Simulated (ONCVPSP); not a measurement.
## What one change does to a pseudopotential (Mn, ONCV)

- Element: Mn
- Generator: ONCVPSP 4.0.1
- Type: optimised norm-conserving Vanderbilt (ONCV)
- Functional: PBEsol
- Relativity: scalar-relativistic
- Frozen core: [Ne]
- Valence charge: 15
- Reference configuration: 3s2 3p6 3d5 4s1.5 4p0.5
- Partial waves: 3s+4s: rc 1.20 bohr, ncon 4, nbas 7, qcut 12.8 1/bohr, 2 projectors; 3p+4p: rc 1.55 bohr, ncon 4, nbas 9, qcut 7.6 1/bohr, 2 projectors; 3d: rc 1.55 bohr, ncon 3, nbas 8, qcut 8.1 1/bohr, 1 projector
- Local potential: polynomial inside 1.10 bohr (lpopt 5, dvloc0 1 Ha)
- Core correction: Teter function, fcfact 4.75, rcfact 1.35

Change: all radii but the core radius scaled by about 1.21 (s 1.44, p 1.88, d 1.88 bohr); local potential polynomial inside 1.32 bohr (lpopt 5, dvloc0 1 Ha).

Cutoffs: the cutoffs (Ha) at which the residual kinetic energy of the hardest occupied pseudo-wave falls to 1 and 0.1 mHa per electron; they do not see the model core or the augmentation charge, which bear on the density cutoff. Errors are all-electron minus pseudo energies relative to the spin-unpolarised reference configuration.

**Question.** What does the change do?

**Answer.** The potential gets softer (48 Ha and 60 Ha → 38 Ha and 46 Ha); of the 4 tests that both files solve, the error grows in 2 and shrinks in 0 by more than 15 % and 0.3 meV (median size 2.7 → 3.1 meV); neither file shows a bound ghost. A larger radius leaves more room for a smooth pseudo-wave, so fewer plane waves are needed.

| quantity | base | changed |
| --- | --- | --- |
| cutoff, loose | 48 Ha | 38 Ha |
| cutoff, tight | 60 Ha | 46 Ha |
| loose cutoff by channel | s 48 Ha, p 24 Ha, d 30 Ha | s 38 Ha, p 21 Ha, d 26 Ha |
| bound ghosts | none | none |
| GHOST(+) flags under 300 eV | none | none |
| error for 3s2 3p6 3d5 4s2 4p0, meV [ΔE -1.92 eV] | +0.3 | +0.3 |
| error for 3s2 3p6 3d5 4s1 4p0, meV [ΔE 6.52 eV] | +0.3 | +0.7 |
| error for 3s2 3p6 3d5 4s0 4p0, meV [ΔE 22.03 eV] | +5.1 | +5.6 |
| error for 3s2 3p6 3d6 4s0 4p0, meV [ΔE 4.86 eV] | +40 | +76 |
| rms error of d²Exc/dni dnj with the model core, mHa | 0.39 | 0.79 |
